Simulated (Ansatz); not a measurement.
Abridged output of a molecular run in Ansatz:

```
Functional definition: HF
1561 factors; integrals over basis functions are off by at most 9.6e-4 eV
mean field evaluation 1: about -13551.4090 eV, gradient 4.3e1 eV
mean field evaluation 2: about -13551.6969 eV, gradient 4.4e1 eV
mean field evaluation 4: about -13556.0116 eV, gradient 4.8e0 eV
mean field evaluation 8: about -13556.0957 eV, gradient 4.1e-1 eV
mean field evaluation 16: about -13556.0969 eV, gradient 2.7e-6 eV
mean field -13556.09689952 eV, -498.1773724049 hartree, gradient 2.7e-6 eV, S^2 0.000000; 0 other end points of the search recorded, 0 dependent functions left out
9 core orbitals not correlated: weight in the atoms' cores, before any rotation towards them, 1.000 or more for the frozen orbitals, at most 0.000 for the correlated occupied ones
reference -13556.09689952 eV, -498.1773724049 hartree; 15, 15 occupied and 240, 240 virtual orbitals, 1561 factors
second order -24.38978170 eV of doubles, -0.00000000 eV of singles
cycle   1  -24.67079289 eV  change   -2.8e-1 eV  update   1.1e-1
cycle   2  -25.32193801 eV  change   -6.5e-1 eV  update   3.4e-2
cycle   3  -25.47245024 eV  change   -1.5e-1 eV  update   1.8e-2
cycle   4  -25.45665747 eV  change    1.6e-2 eV  update   4.4e-3
cycle   5  -25.45597808 eV  change    6.8e-4 eV  update   2.0e-3
cycle   6  -25.45661100 eV  change   -6.3e-4 eV  update   5.6e-4
cycle   7  -25.45629798 eV  change    3.1e-4 eV  update   2.0e-4
cycle   8  -25.45624730 eV  change    5.1e-5 eV  update   6.3e-5
cycle   9  -25.45628090 eV  change   -3.4e-5 eV  update   2.0e-5
perturbative correction -1.05035269 eV, -0.0385997494 hartree
Total energy: -13582.60353311 eV, -499.1514732225 hartree
```

Its atoms:

Z-matrix (Å, degrees):
```
C
C 1 1.495
H 1 1.092 2 109.5
H 1 1.092 2 109.5 3 117.2
H 1 1.087 2 111.3 3 -121.4
O 2 1.347 1 110.4 3 -58.4
N 2 1.259 1 129.5 3 121.6
H 6 0.968 2 105.9 1 -180.0
Si 7 1.715 2 132.4 1 -0.0
H 9 1.495 7 114.7 2 0.1
H 9 1.485 7 108.6 2 -120.9
H 9 1.485 7 108.5 2 121.0
```

Problem. Which basis set was used?
A. def2-TZVPPD
B. cc-pV(D+d)Z
C. cc-pV(Q+d)Z
D. def2-TZVPP

Solution. D. It gives 264 functions.

Problem. Write the keys of the input that set method, charge and spin (a neutral closed shell needs none for the last two).

Solution. 
```yaml
correlation: {method: ccsd_t}
```
